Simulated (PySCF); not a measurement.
A PySCF script (with the pyscf-properties extension) for the NMR shieldings of SMILES CO[Si@@H](F)[C@H]1C[C@@H]1CC=O, C6H11FO2Si, on a GFN2-xTB geometry:

```python
import basis_set_exchange as bse
import numpy as np
from pyscf import gto, dft
from pyscf.prop import nmr

atoms = """
C    -3.397519    1.056505    0.264953
O    -2.106011    0.571503    0.019203
Si   -1.389797   -0.773110    0.549083
F    -2.294720   -2.043112    0.101946
C     0.246060   -0.810496   -0.354376
C     0.469164   -0.127825   -1.679226
C     1.086232    0.435726   -0.444307
C     2.571984    0.339501   -0.205612
C     2.911265    0.294681    1.257871
O     2.124451    0.298779    2.160583
H    -4.144464    0.282102    0.082016
H    -3.486140    1.395528    1.299108
H    -3.571917    1.896695   -0.408124
H    -1.321960   -0.911850    1.993104
H     0.806834   -1.726196   -0.209792
H     1.109826   -0.618999   -2.397562
H    -0.355937    0.406425   -2.122924
H     0.645991    1.340343   -0.046379
H     3.100506    1.191821   -0.645151
H     2.983286   -0.562896   -0.667164
H     4.003946    0.256413    1.452279
"""
names = dict.fromkeys(["C", "O", "Si", "F", "H"], "pcSseg-1")
basis = {el: gto.basis.parse(bse.get_basis(n, elements=[el], fmt="nwchem")) for el, n in names.items()}
mol = gto.M(atom=atoms, basis=basis, charge=0, verbose=0)
mf = dft.RKS(mol, xc="PBE0")
mf.grids.level = 2
mf.grids.alignment = dft.numint.BLKSIZE   # the property module wants whole blocks of grid points
mf.conv_tol = 1e-9
mf.kernel()

calc = nmr.RKS(mf)   # GIAO
C = mf.mo_coeff
Co = C[:, mf.mo_occ > 0]
resp = mf.gen_response(singlet=True, hermi=2)
def vind(x):   # induced exchange potential for any number of trial vectors
    d = np.einsum("pi,xij,qj->xpq", C, 2 * x.reshape(-1, C.shape[1], Co.shape[1]), Co, optimize=True)
    return np.einsum("xpq,pi,qj->xij", resp(d - d.transpose(0, 2, 1)), C, Co, optimize=True).ravel()
mo1, _ = nmr.rhf.solve_mo1(calc, with_cphf=vind)
sigma = calc.kernel(mo1)
for i, s in enumerate(sigma):   # ppm
    print("%2d %-2s %9.2f" % (i, mol.atom_pure_symbol(i), np.trace(s) / 3))
```

**Question.** What does it print?

**Answer.** 
```
 0 C     134.01
 1 O     308.98
 2 Si    367.60
 3 F     335.04
 4 C     179.48
 5 C     178.31
 6 C     177.06
 7 C     131.22
 8 C     -18.90
 9 O    -360.34
10 H      27.69
11 H      27.85
12 H      27.81
13 H      26.57
14 H      32.63
15 H      31.46
16 H      30.84
17 H      30.97
18 H      28.60
19 H      30.24
20 H      21.62
```

These numbers come from an equivalent density-fitted implementation of the same equations, which agrees with the script to about 0.01 ppm for H and up to a few tenths of a ppm for heavy atoms, so last digits may differ.

**Question.** Turn these shieldings into chemical shifts. Referencing at the same level of theory: $^{13}$C (σref 186.93) and $^{29}$Si (σref 349.16) and $^{1}$H (σref 31.72) against TMS; H2O for $^{17}$O (σref 336.08); CFCl3 for $^{19}$F (σref 170.95).

**Answer.** Averaging equivalent atoms: C 8: 205.8; C 7: 55.7; C 0: 52.9; C 6: 9.9; C 5: 8.6; C 4: 7.4; O 9: 696.4; O 1: 27.1; Si 2: -18.4; F 3: -164.1; H 20: 10.10; H 13: 5.15; H 10/11/12: 3.93; H 18: 3.11; H 19: 1.48; H 16: 0.88; H 17: 0.75; H 15: 0.26; H 14: -0.91 ppm. Unscaled 19F shifts against computed CFCl3 carry errors that often reach 10 to 50 ppm. Unscaled 17O shifts of doubly bonded oxygen tend to come out too high, by tens of ppm or more. Experimental scales use liquid or dissolved standards, which lie at an offset from isolated H2O (liquid H2O: subtract about 36 ppm).

Size and cost of the density-fitted run: 232 basis functions, 99 s wall time on 1 thread of an Arm Neoverse N1, shared host; peak memory 1.1 GiB.
